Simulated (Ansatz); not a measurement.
## Which isomer of H6Si2Sn gives these data?

These gas-phase data were calculated for one isomer of H6Si2Sn at r2SCAN-D4/def2-SVP (harmonic, unscaled wavenumbers; equilibrium rotational constants with average atomic masses):

| Property | Result |
| --- | --- |
| rotational constants | 2.938, 2.321, 1.337 GHz |
| all wavenumbers above 1500 cm⁻¹ | 2200, 2197, 2186, 2185, 2161, 2160 |
| dipole moment | 1.28 D (PBE0/def2-TZVPD) |

Candidates:

(1) `[SiH3][Sn][SiH3]`, a singlet
(2) `[SiH3][SiH2][SnH]`, a singlet

Which candidate do the data belong to?

Candidate (1). No mode falls between 1650 and 2000 cm⁻¹, where the Sn–H stretch of (2) would stand.

The same quantities for all candidates:

```
     rotational constants (GHz)         wavenumbers above 1500 cm⁻¹  dipole (D)  E above the lowest, r2SCAN-D4/def2-SVP (kcal/mol)
(1)         2.938, 2.321, 1.337  2200, 2197, 2186, 2185, 2161, 2160        1.28                                                0.0
(2)        7.654, 1.071, 0.9708  2218, 2206, 2198, 2184, 2170, 1714        1.21                                                4.5
```

Harmonic stretches to hydrogen usually lie a few per cent above observed fundamentals. Each candidate is one conformer. Atoms past krypton carry core potentials. Programs: Ansatz 0.2.0.
